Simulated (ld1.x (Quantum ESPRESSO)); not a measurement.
**Reading a pseudo-wave (selenium)**

Columns: radius, all-electron u(r) and pseudo u(r) of the 3d shell (level -75.85 eV) of selenium in the configuration [Ar] 3d10 4s2 4p2; Wu–Cohen, scalar-relativistic, TM scheme, ld1.x (Quantum ESPRESSO) 7.5.

```tsv
r (bohr)	all-electron	pseudo
0.090	0.1738	0.0307
0.180	0.6107	0.2159
0.270	0.9861	0.5831
0.360	1.1930	1.0059
0.450	1.2523	1.3062
0.540	1.2146	1.3926
0.630	1.1241	1.3005
0.720	1.0105	1.1249
0.810	0.8910	0.9438
0.900	0.7752	0.7914
0.990	0.6680	0.6705
1.080	0.5716	0.5716
1.170	0.4864	0.4864
1.260	0.4123	0.4123
1.350	0.3483	0.3483
1.440	0.2934	0.2934
1.530	0.2466	0.2466
1.620	0.2069	0.2069
1.710	0.1732	0.1732
1.800	0.1448	0.1448
1.890	0.1209	0.1209
1.980	0.1008	0.1008
2.070	0.0839	0.0839
2.160	0.0698	0.0698
2.250	0.0579	0.0579
2.340	0.0481	0.0481
```

How many radial nodes do the two functions have?

The all-electron 3d function has n − l − 1 = 0; the pseudo-wave has 0.

At about which radius was the pseudo-wave matched?

1.15 bohr, where the columns begin to agree (steps of 0.09 bohr).

Is the pseudo-wave norm-conserving?

Yes: the TM scheme keeps the norm inside the radius equal to the all-electron one, which fixes the energy derivative of the logarithmic derivative at the level.
